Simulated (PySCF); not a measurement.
Computed shifts of a molecule C₄H₆OSe, B3LYP/pcSseg-1 (PySCF), GIAO, gas phase, equivalent atoms averaged, in ppm (number of nuclei): ¹³C: 152.7 (1), 103.2 (1), 70.2 (1), 30.8 (1). ¹H: 6.98 (1), 5.02 (1), 4.60 (1), 4.23 (1), 3.40 (1), 2.45 (1). References: ¹³C against TMS (σ = 181.3 ppm); ⁷⁷Se against Me2Se (σ = 1647.9 ppm); ¹⁷O against H2O (σ = 333.8 ppm); ¹H against TMS (σ = 31.68 ppm), references at their B3LYP-D3(BJ)/def2-TZVP geometries, non-relativistic. The structure is a stationary point at B3LYP-D3(BJ)/def2-SVP. The values are those of a single conformer.

**Question.** Which structure fits?
(A) C1=C[Se]CCO1
(B) C#C[C@H]([SeH])CO
(C) C=C[Se]C(C)=O
(D) O=C[C@H]1CC[Se]1

**Answer.** A, C1=C[Se]CCO1
